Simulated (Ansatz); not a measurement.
Job for Ansatz (a quantum-chemistry and plane-wave program): R-PBE/def2-TZVPP on SnS, a point of a bond scan (R = 2.223 Å). Elements past Kr take the def2 small-core potentials; no spin–orbit coupling.

Ansatz 0.2 input:
```yaml
crystal:
  periodic: [false, false, false]
  atoms:
    - {symbol: Sn, position_ang: [-0.00000000, -0.00000000, -0.53883850]}
    - {symbol: S, position_ang: [0.00000000, 0.00000000, 1.68387032]}
basis:
  gaussian:
    orbitals: def2-TZVPP
    pivot_positions_ang: [[-0.00000000, -0.00000000, -0.53883850], [0.00000000, 0.00000000, 1.68387032]]
hamiltonian:
  xc: {name: PBE}
scf: {lower_state_search: off}
output: {orbitals: {seedname: ./end}}
```

It printed:

```
WARN ansatz: RAYON_NUM_THREADS=1 ignored (pool sized by the plan → 1); use --threads N
Functional definition: PBE
these checks for a lower state are left out or cut short: stability, starts, cluster_reference, orbital_swaps, neighbouring_geometries, increment
integrals: 0.02 GiB planned
672 factors; their error is unknown
mean field: 0.19 GiB planned
mean field evaluation 1: about -16659.7408 eV, gradient 3.5e1 eV
mean field evaluation 2: about -16589.5620 eV, gradient 1.2e2 eV
mean field evaluation 4: about -16663.5570 eV, gradient 9.2e0 eV
mean field evaluation 8: about -16663.8226 eV, gradient 1.4e-1 eV
mean field evaluation 16: about -16663.8155 eV, gradient 5.1e-5 eV
mean field -16663.81548695 eV, -612.3839240055 hartree, gradient 3.6e-6 eV, S^2 0.000000; 0 other end points of the search recorded, 0 dependent functions left out
reference -16663.81551709 eV, -612.3839251133 hartree; 19, 19 occupied and 73, 73 virtual orbitals, 672 factors
Total energy: -16663.81551709 eV, -612.3839251133 hartree
Checks for a lower state left out: stability, starts, cluster_reference, orbital_swaps, neighbouring_geometries, increment
```

The run converged.

Cost: very roughly 1.0 core-seconds.
